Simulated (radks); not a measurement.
Be+, 3 electrons, occupied as [He] 3d1 (not the ground configuration). All-electron calculation, scalar-relativistic Kohn-Sham, PBE, spin-polarised, spherical densities, finite nucleus; open shells are filled with parallel spins first; Fermi nuclear charge, rms radius 2.519 fm. Program: a radial shooting solver on a logarithmic mesh with Libxc functionals.

Radial electron density D(r) = 4 pi r^2 rho(r):

| r (bohr) | D(r) (e/bohr) | spin D(r) |
|---|---|---|
| 0.01775 | 0.1195 | -0.0000132 |
| 0.02239 | 0.1831 | -0.0000203 |
| 0.02801 | 0.2738 | -0.0000303 |
| 0.03533 | 0.4106 | -0.0000454 |
| 0.0442 | 0.5986 | -0.0000661 |
| 0.05574 | 0.8681 | -0.0000957 |
| 0.07029 | 1.229 | -0.000135 |
| 0.08794 | 1.673 | -0.000183 |
| 0.1109 | 2.219 | -0.000241 |
| 0.1387 | 2.793 | -0.000299 |
| 0.175 | 3.352 | -0.000350 |
| 0.2207 | 3.754 | -0.000376 |
| 0.2761 | 3.862 | -0.000356 |
| 0.3482 | 3.588 | -0.000271 |
| 0.4356 | 2.959 | -0.000114 |
| 0.5493 | 2.076 | 0.000157 |
| 0.6927 | 1.200 | 0.000653 |
| 0.8667 | 0.5649 | 0.00172 |
| 1.093 | 0.1967 | 0.00448 |
| 1.367 | 0.05862 | 0.0109 |
| 1.724 | 0.03285 | 0.0257 |
| 2.175 | 0.05942 | 0.0588 |
| 2.721 | 0.1122 | 0.112 |
| 3.431 | 0.1808 | 0.181 |
| 4.293 | 0.2264 | 0.226 |
| 5.413 | 0.1999 | 0.200 |
| 6.827 | 0.1108 | 0.111 |
| 8.541 | 0.03975 | 0.0398 |
| 10.77 | 0.007812 | 0.00781 |
| 13.48 | 0.0007797 | 0.000780 |

D(r) has 2 maxima, at r = 0.265, 4.50 bohr, and minima at 1.67 bohr, inside which lie 2.01 electrons.
